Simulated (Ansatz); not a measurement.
C$_{2}$H$_{8}$O$_{2}$Si, SMILES `C[Si](C)(O)O`, relaxed with RKS PBE0-D4/def2-TZVP in Ansatz from a PBE-D4/def2-SVP geometry. The force threshold is 0.005 eV/Å; the program also tests the step.

Total charge 0; spin multiplicity 1.

Start:

```xyz
13

C    -1.084    0.638    1.006
Si    0.012    0.011   -0.396
C     1.387   -1.099    0.205
O     0.686    1.338   -1.195
O    -0.864   -0.932   -1.483
H    -1.909    1.283    0.637
H    -1.550   -0.212    1.547
H    -0.500    1.226    1.744
H     2.058   -1.369   -0.635
H     0.980   -2.038    0.631
H     1.995   -0.597    0.984
H     0.264    2.188   -0.988
H    -1.474   -0.438   -2.056
```

Question: By how much does the energy fall, and how many steps does the optimiser take? (An estimate is asked.)

Answer: Ansatz gave: 8.47 kJ/mol, in 23 steps, 4 of them rejected.

Question: Which bonds change most? (An estimate is asked.)

Answer: Computed: Si2–O5 from 1.685 to 1.644 Å; Si2–O4 from 1.690 to 1.654 Å; C1–Si2 from 1.887 to 1.866 Å; C1–H6 from 1.111 to 1.094 Å.

Question: Give the relaxed structure. (Best estimate.)

Answer: Ansatz gave: 
```xyz
13

C    -1.094    0.617    0.998
Si   -0.031    0.006   -0.409
C     1.364   -1.056    0.194
O     0.519    1.307   -1.271
O    -0.882   -0.930   -1.458
H    -1.929    1.222    0.633
H    -1.512   -0.225    1.555
H    -0.520    1.226    1.703
H     2.002   -1.352   -0.641
H     0.985   -1.964    0.670
H     1.980   -0.524    0.923
H     0.568    2.147   -0.817
H    -1.450   -0.474   -2.080
```
